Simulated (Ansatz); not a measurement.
Born–Oppenheimer molecular dynamics of C₂H₉InO (13 atoms, charge 0, multiplicity 1). It starts at the highest image of a converged band, a first-order saddle point between two minima.

Method: Ansatz 0.2.0, UKS PBE0-D4/def2-SVP.

```json
{
  "ensemble": "NVE (velocity Verlet)",
  "time step": "0.5 fs",
  "steps asked": "200",
  "starting velocities drawn for": "100 K",
  "seed": "9214"
}
```

First frame:

```xyz
13
Properties=species:S:1:pos:R:3
In -0.079 0.026 0.088
H 1.927 -0.624 0.433
C 0.069 2.055 -0.612
C -1.276 -1.167 1.407
H 1.653 -1.036 -0.407
O 0.784 -1.352 -1.373
H 1.128 2.341 -0.683
H -0.388 2.140 -1.610
H -0.445 2.748 0.069
H -1.047 -0.926 2.455
H -2.348 -0.994 1.233
H -1.044 -2.224 1.221
H 1.063 -0.987 -2.222
```

Q: What does the run give?

A: All steps were run.

```yaml
steps_done: 200
time_covered: 100 fs
mean_temperature_over_the_second_half: 443 K
spread_of_the_potential_energy_over_the_second_half: 3.2 meV per atom
mean_potential_energy_of_the_second_half_above_the_start: -37.5 meV per atom
```

The conserved energy stayed within 0.2 meV per atom of its start (net change 0.04 meV per atom), so the integration is sound. The kinetic energy rose, since the run started high on the potential surface and went downhill. It ends in pieces (C2H7In + H2O), so much of that is their flight and rotation, not heat. A run of 0.1 ps of so small a system gives no equilibrium averages. The orbitals stay closed-shell, which can raise the energy where a bond breaks towards radicals; this wasn't checked here.

Q: What happens to the structure?

A: Between its relaxed ends the band would form H2–H5 and break In1–H2, H5–O6. These pairs go: H2–H5 0.97 → 2.88 Å, In1–H2 2.14 → 1.78 Å, H5–O6 1.34 → 1.02 Å. In the last frame they stand as before the step (other bonds may differ from the relaxed reactants and products). Also parted: In1–H5 2.09 → 3.12 Å, In1–O6 2.19 → 3.15 Å. It ends as C2H7In + H2O. Pairs count as bonded within 1.25 times the sum of covalent radii (0.12 Å more for H–H). Another seed would give other details.

Q: How do temperature and energy run in time?

A: 
```json
{"time (fs)": "0.0", "T (K)": "100", "potential energy less start (eV)": "0.000", "conserved less start (meV/atom)": "0.00"}
{"time (fs)": "5.0", "T (K)": "74", "potential energy less start (eV)": "0.037", "conserved less start (meV/atom)": "0.02"}
{"time (fs)": "10.0", "T (K)": "93", "potential energy less start (eV)": "0.010", "conserved less start (meV/atom)": "0.04"}
{"time (fs)": "15.0", "T (K)": "228", "potential energy less start (eV)": "-0.183", "conserved less start (meV/atom)": "-0.04"}
{"time (fs)": "20.0", "T (K)": "351", "potential energy less start (eV)": "-0.358", "conserved less start (meV/atom)": "-0.07"}
{"time (fs)": "25.0", "T (K)": "412", "potential energy less start (eV)": "-0.445", "conserved less start (meV/atom)": "-0.14"}
{"time (fs)": "30.0", "T (K)": "403", "potential energy less start (eV)": "-0.430", "conserved less start (meV/atom)": "0.02"}
{"time (fs)": "35.0", "T (K)": "335", "potential energy less start (eV)": "-0.334", "conserved less start (meV/atom)": "0.08"}
{"time (fs)": "40.0", "T (K)": "327", "potential energy less start (eV)": "-0.321", "conserved less start (meV/atom)": "0.14"}
{"time (fs)": "45.0", "T (K)": "353", "potential energy less start (eV)": "-0.359", "conserved less start (meV/atom)": "0.10"}
{"time (fs)": "50.0", "T (K)": "420", "potential energy less start (eV)": "-0.455", "conserved less start (meV/atom)": "0.02"}
{"time (fs)": "55.0", "T (K)": "459", "potential energy less start (eV)": "-0.511", "conserved less start (meV/atom)": "-0.12"}
{"time (fs)": "60.0", "T (K)": "492", "potential energy less start (eV)": "-0.560", "conserved less start (meV/atom)": "-0.15"}
{"time (fs)": "65.0", "T (K)": "443", "potential energy less start (eV)": "-0.488", "conserved less start (meV/atom)": "0.03"}
{"time (fs)": "70.0", "T (K)": "451", "potential energy less start (eV)": "-0.498", "conserved less start (meV/atom)": "0.10"}
{"time (fs)": "75.0", "T (K)": "385", "potential energy less start (eV)": "-0.404", "conserved less start (meV/atom)": "0.12"}
{"time (fs)": "80.0", "T (K)": "442", "potential energy less start (eV)": "-0.486", "conserved less start (meV/atom)": "-0.01"}
{"time (fs)": "85.0", "T (K)": "439", "potential energy less start (eV)": "-0.483", "conserved less start (meV/atom)": "-0.02"}
{"time (fs)": "90.0", "T (K)": "489", "potential energy less start (eV)": "-0.554", "conserved less start (meV/atom)": "-0.10"}
{"time (fs)": "95.0", "T (K)": "435", "potential energy less start (eV)": "-0.478", "conserved less start (meV/atom)": "-0.06"}
{"time (fs)": "100.0", "T (K)": "418", "potential energy less start (eV)": "-0.451", "conserved less start (meV/atom)": "0.04"}
```

Time of the run: 14 min on 4 threads of Arm Neoverse N1 (shared host), peak memory 0.38 GiB.
